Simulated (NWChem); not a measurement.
Molecule: ScNH4O2; SMILES [NH2][Sc]([OH])[OH]

```xyz
8

Sc     0.0000    -0.0503     0.0000
O     -1.6408    -0.9314     0.0000
H     -2.3392    -1.5848     0.0000
O      1.6787    -0.8564     0.0000
H      2.4058    -1.4779     0.0000
N     -0.0430     1.9255     0.0000
H      0.7640     2.5463     0.0000
H     -0.8740     2.5137     0.0000
```
Atoms are numbered in this order, from 1.

Results from NWChem. Pople sets run with spherical d functions. Coordinates come from a PBE0/def2-SVP optimisation. GIAO values for the isolated, static molecule; σ is the absolute isotropic shielding, δ = σ(reference) − σ with the isolated reference molecule computed at the same levels (1H: tetramethylsilane, 15N: ammonia, 17O: water).

### Question
Predict the results for B3LYP/6-31G*. Quantities: σ Sc1 (ppm); δ O2 (ppm); δ H3 (ppm); δ N6 (ppm); δ H7 (ppm).

### Answer
* **σ Sc1 (ppm)**: 653.3
* **δ O2 (ppm)**: 162.3
* **δ H3 (ppm)**: 1.52
* **δ N6 (ppm)**: 126.6
* **δ H7 (ppm)**: 3.17
